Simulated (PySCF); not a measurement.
## Static response to an electric field

C₈H₁₂O₃.
SMILES with atom numbers: `[CH3:1][O:2][C:3]1=[CH:4][O:5][CH:6]=[C:7]([CH:8]([CH3:9])[CH3:10])[O:11]1` (hydrogens: H12, H13, H14 on C1; H15 on C4; H16 on C6; H17 on C8; H18, H19, H20 on C9; H21, H22, H23 on C10)

Structure used (PBE0-D3(BJ)/def2-SVP), in Å, numbered top down from 1:
```xyz
23
C8H12O3 angstrom
C      3.1544    0.6227   -0.2899
O      2.7009   -0.6699   -0.6447
C      1.5592   -1.0569   -0.0762
C      1.4292   -2.2052    0.5938
O      0.2266   -2.6491    1.0964
C     -0.7943   -1.7618    0.9091
C     -0.6785   -0.5921    0.2740
C     -1.7859    0.3850    0.0445
C     -2.0654    0.5453   -1.4509
C     -1.4726    1.7294    0.7032
O      0.5274   -0.1748   -0.2699
H      4.1157    0.7677   -0.7980
H      3.3028    0.7011    0.8012
H      2.4474    1.4006   -0.6159
H      2.2641   -2.8829    0.7518
H     -1.7398   -2.0988    1.3318
H     -2.6815   -0.0416    0.5263
H     -1.1725    0.9216   -1.9725
H     -2.3432   -0.4165   -1.9066
H     -2.8862    1.2588   -1.6200
H     -0.5556    2.1642    0.2774
H     -1.3228    1.6153    1.7870
H     -2.2940    2.4437    0.5405
```

Level: wB97X-D/def2-SVPD (PySCF), static field, nuclei fixed, core orbitals frozen in the response. The polarisability tensor in these axes (au):

```
x   110.95  -2.21  -1.58
y    -2.21 112.64 -11.54
z    -1.58 -11.54  89.67
```

Task: Give the principal values, the mean and the anisotropy Δα = √{½[(α1 − α2)² + (α2 − α3)² + (α1 − α3)²]}.

Result: Principal values 84.67, 110.84 and 117.75 au; mean 104.42 au = 15.47 Å³ = 17.22 × 10⁻⁴⁰ C²·m²/J; Δα = 30.23 au (29 % of the mean).

Task: What is the dipole moment, and where does it point?

Result: (-0.40, 1.78, 0.41) D, 1.87 D in size, pointing from the negative to the positive side. Measured along this direction, the outermost atoms are H15 at the negative end and H23 at the positive end.

Task: What are the principal values of the traceless quadrupole moment, Θ = ½Σq(3rr − r²1), about the centre of nuclear charge?

Result: -6.38, -3.66, 10.04 D·Å. The values depend on the origin, since the dipole doesn't vanish. The electronic extent ⟨r²⟩ about the same centre is 1890 bohr², a root-mean-square distance of 2.51 Å for the 84 electrons.

Task: Find the Langevin capture rate constant for H3O+ (19.018 u) meeting this molecule (156.079 u), k = 2.342 × 10⁻⁹ cm³/s × √(α in Å³ / reduced mass in u).

Result: The reduced mass is 16.95 u, so k = 2.24 × 10⁻⁹ cm³/s. The formula leaves out the permanent dipole, which adds to the capture rate.

Task: In TDDFT the mean static polarisability is Σ f/ω² over all singlet excitations (ω in hartree). How much of it do the 10 lowest give? Their energies (eV) and oscillator strengths: 4.25, 0.0032; 5.18, 0.0253; 6.17, 0.0028; 6.34, 0.0031; 6.56, 0.0014; 6.68, 0.0143; 6.80, 0.0039; 6.95, 0.0169; 7.17, 0.0147; 7.38, 0.1584.

Result: They add up to 3.89 au, 3.7 % of the 104.42 au; the largest single term is 2.15 au, from the state at 7.38 eV. Terms in order: 0.13, 0.70, 0.05, 0.06, 0.02, 0.24, 0.06, 0.26, 0.21, 2.15 au. Higher excitations give the rest. The strengths listed sum to 0.244.

Task: Rayleigh depolarisation ratio (linearly polarised light, static tensor)?

Result: ρ = 3Δα²/(45ᾱ² + 4Δα²) = 2740.9/(490670 + 3654.5) = 0.00554.

The structure is a single PBE0-D3(BJ)/def2-SVP conformer in the gas phase; no vibrational or solvent corrections.
